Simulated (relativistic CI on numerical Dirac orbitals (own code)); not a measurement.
**Ir⁷⁺: computed level list**

Calculated at this level of theory: Dirac-Coulomb-Breit CI, separate exchange-only KLI orbitals for each configuration, model QED, valence Slater integrals scaled by 0.9, configuration energies shifted to the measured levels that pair with them (semi-empirical) (own radial code, finite nucleus).

Configuration list (outside the closed core [Kr] 4d10): 4f14.5s2.5p6.5d2, 4f14.5s2.5p6.5d.6s, 4f14.5s2.5p6.6s2, 4f14.5s2.5p6.5d.5f, 4f14.5s2.5p6.5d.6p, 4f14.5s2.5p5.5d3, 4f14.5s2.5p6.6s.6p, 4f14.5s2.5p6.5d.5g, 4f14.5s2.5p6.5f2, 4f14.5s2.5p6.5f.6s, 4f14.5s2.5p6.6p2, 4f14.5s2.5p4.5d4, 4f14.5s2.5p6.5d.6d, 4f14.5s2.5p6.5d.7s, 4f14.5s2.5p6.5f.6p, 4f14.5s.5p6.5d3, 4f14.5s2.5p5.5d2.5f, 4f14.5s2.5p6.5g2, 4f14.5s2.5p6.5d.7p, 4f12.5s2.5p6.5d4, 4f14.5s2.5p6.5g.6s, 4f14.5s2.5p6.5d.6f, 4f13.5s2.5p6.5d3, 4f14.5s2.5p5.5d.6s2, 4f14.5s2.5p6.5d.7d, 4f14.5s2.5p5.5d2.6s, 4f14.5s2.5p5.5d2.5g, 4f14.5s2.5p6.5g.6p, 4f13.5s2.5p6.5d.6s2, 4f14.5s2.5p5.5d.6s.6p. Levels of other configurations are missing.

The lowest level is 4f14.5s2.5p6.5d2 3F_2, with 85 % of that term; Hund's rules for 4f14.5s2.5p6.5d2 give 3F with J = 2, in agreement.

```csv
No.,Configuration,Term,J,E (cm⁻¹),%,Next component (%)
1,4f14.5s2.5p6.5d2,3F,2,0,85,13 1D
2,4f14.5s2.5p6.5d2,3F,3,12281,98,1 4f14.5s2.5p4.5d4 3F
3,4f14.5s2.5p6.5d2,3P,0,16810,88,10 1S
4,4f14.5s2.5p6.5d2,3F,4,21117,79,19 1G
5,4f14.5s2.5p6.5d2,1D,2,21845,44,43 3P
6,4f14.5s2.5p6.5d2,3P,1,24550,98,1 4f14.5s2.5p4.5d4 3P
7,4f14.5s2.5p6.5d2,1G,4,35809,79,20 3F
8,4f14.5s2.5p6.5d2,3P,2,37785,54,41 1D
9,4f14.5s2.5p6.5d2,1S,0,62786,88,10 3P
10,4f14.5s2.5p6.5d.6s,3D,1,169457,100,
11,4f14.5s2.5p6.5d.6s,3D,2,171670,80,20 1D
12,4f14.5s2.5p6.5d.6s,3D,3,184404,100,
13,4f14.5s2.5p6.5d.6s,1D,2,190368,79,20 3D
14,4f14.5s2.5p6.5d.6p‡,3F°,2,256203,68,26 1D°
15,4f14.5s2.5p6.5d.6p‡,3D°,1,260455,68,20 1P°
16,4f14.5s2.5p6.5d.6p‡,3D°,2,273248,50,30 3P°
17,4f14.5s2.5p6.5d.6p‡,3F°,3,274557,56,27 3D°
18,4f14.5s2.5p6.5d.6p‡,3D°,2,284471,38,29 1D°
19,4f14.5s2.5p6.5d.6p‡,3F°,3,289212,43,29 3D°
20,4f14.5s2.5p6.5d.6p‡,3P°,1,290306,61,26 3D°
21,4f14.5s2.5p6.5d.6p‡,3P°,0,292827,99,
22,4f14.5s2.5p6.5d.6p‡,3F°,4,301968,99,
23,4f14.5s2.5p6.5d.6p‡,3P°,2,302819,63,28 1D°
24,4f14.5s2.5p6.5d.6p‡,1F°,3,303627,55,43 3D°
25,4f14.5s2.5p6.5d.6p‡,1P°,1,310638,65,27 3P°
26,4f14.5s2.5p6.6s2‡,1S,0,349198,97,1 4f14.5s2.5p5.5d.6s.6p 1S
27,4f14.5s2.5p6.5d.5f‡,3F°,2,375122,34,15 4f14.5s2.5p5.5d3 5F°
28,4f14.5s2.5p6.5d.5f‡,1G°,4,375734,54,18 3H°
29,4f14.5s2.5p6.5d.5f‡,3G°,3,376048,61,21 4f14.5s2.5p5.5d3 3G°
30,4f14.5s2.5p6.5d.5f‡,3F°,2,377649,27,23 4f14.5s2.5p5.5d3 5D°
31,5p5.5d3(4F)‡,5D°,1,378024,55,24 5F°
32,4f14.5s2.5p6.5d.5f‡,3H°,4,379275,60,24 3G°
33,5p5.5d3(4F)‡,5F°,3,380370,42,27 5D°
34,4f14.5s2.5p6.5d.5f‡,3F°,3,381016,48,15 3D°
35,5p5.5d3(4F)‡,5D°,0,381380,93,7 3P°
36,4f14.5s2.5p6.5d.5f‡,3H°,5,383157,76,11 3G°
37,5p5.5d3(4P)‡,5S°,2,383428,22,16 4f14.5s2.5p6.5d.5f 3P°
38,5p5.5d3(4F)‡,5F°,4,385478,49,25 5D°
39,4f14.5s2.5p6.5d.5f‡,3D°,1,387574,51,17 4f14.5s2.5p5.5d3 3D°
40,5p5.5d3(4P)‡,5S°,2,387859,38,26 4f14.5s2.5p6.5d.5f 1D°
41,4f14.5s2.5p6.5d.5f‡,3G°,4,388514,35,23 1G°
42,4f14.5s2.5p6.5d.5f‡,3F°,4,390887,66,12 1G°
43,4f14.5s2.5p6.5d.5f‡,3D°,2,392543,29,20 1D°
44,4f14.5s2.5p6.5d.5f‡,3H°,6,392691,84,10 4f14.5s2.5p5.5d3 3H°
45,4f14.5s2.5p6.5d.5f‡,3D°,3,393116,25,25 3F°
46,5p5.5d3(4F)‡,5G°,5,393161,42,41 5F°
47,5p5.5d3(4F)‡,5D°,2,394029,29,28 3F°
48,4f14.5s2.5p6.5d.5f‡,3G°,5,394199,60,16 4f14.5s2.5p5.5d3 3G°
49,4f14.5s2.5p5.5d3‡,3F°,3,395401,27,25 5D°
50,5p5.5d3(4F)‡,3D°,1,396201,32,23 5F°
51,5p5.5d3(4P)‡,5D°,4,396765,45,19 3F°
52,5p5.5d3(4F)‡,3G°,3,401008,42,21 3F°
53,4f14.5s2.5p6.5d.5f‡,3P°,2,401252,52,19 3D°
54,5p5.5d3(4F)‡,5G°,6,401330,68,16 3H°
55,4f14.5s2.5p6.5d.5f‡,3P°,0,401497,69,21 4f14.5s2.5p5.5d3 3P°
56,4f14.5s2.5p6.5d.5f‡,3P°,1,401905,51,23 3D°
57,4f14.5s2.5p6.5d.5f‡,1F°,3,403751,54,15 4f14.5s2.5p5.5d3 3G°
58,5p5.5d3(4F)‡,3G°,4,405384,47,22 3F°
59,5p5.5d3(2D)‡,3D°,2,408263,26,23 3F°
60,5p5.5d3(4F)‡,5F°,5,410606,21,19 3G°
61,5p5.5d3(2D)‡,3P°,0,410743,58,20 1S°
62,5p5.5d3(4P)‡,5D°,3,410900,28,21 3D°
63,5p5.5d3(2P)‡,3P°,1,410942,41,24 3S°
64,5p5.5d3(4P)‡,3D°,2,412321,26,19 5D°
65,5p5.5d3(4F)‡,3G°,5,413474,38,29 5G°
66,5p5.5d3(2G)‡,3G°,4,413662,42,14 5G°
67,5p5.5d3(2G)‡,1G°,4,414260,28,25 5D°
68,5p5.5d3(2H)‡,3I°,6,415115,36,23 3H°
69,4f14.5s2.5p6.5d.5f‡,1H°,5,415406,35,33 4f14.5s2.5p5.5d3 3G°
70,4f14.5s2.5p6.5d.6d‡,3G,3,415925,64,31 1F
```

Energies count from the lowest computed level; ° marks odd parity. Percentages are summed over parent terms; the parents shown are those of the largest component, closed shells are left out there. ‡ marks configurations that were not tied to measured data.

The mean weight of the leading LS term, summed over parents, in these 70 levels is 56 %, and that of the leading jj configuration (from the same eigenvectors) 69 %, so jj coupling describes them better and the LS labels are nominal.

Configurations whose levels could be paired with our table of measured levels were shifted onto them, all but the ground configuration, by the median error of their levels; single terms can still be off by 1,000 to 2,000 cm⁻¹ or more, and rates follow the energies as ν³ (E1, M1) or ν⁵ (E2). The others borrow a shift and can be off by several thousand cm⁻¹ or more. Levels and lines within the n = 5 or 6 shells can be off by up to 10 % or somewhat more, and those that change n by about 2 %, since core polarisation is missing. 10 of the 12 excited levels that our extract of the measured tables holds in this range could be paired (the sources list more); they are missed by 563 cm⁻¹ on average and 2236 at most, after the shifts were fitted to these levels, and levels without a partner can miss by more. Some levels of the ground configuration have no partner and can miss by 10 % or more. Levels that differ in their count of f electrons can be misplaced by several ten thousand cm⁻¹, since the correlation energy of f electrons is missing or only estimated; rates across such gaps can be off by orders of magnitude.

LS names give the leading component of a level, which can be under half, so a name can repeat, a term be missing and a line seem to break the LS rules.
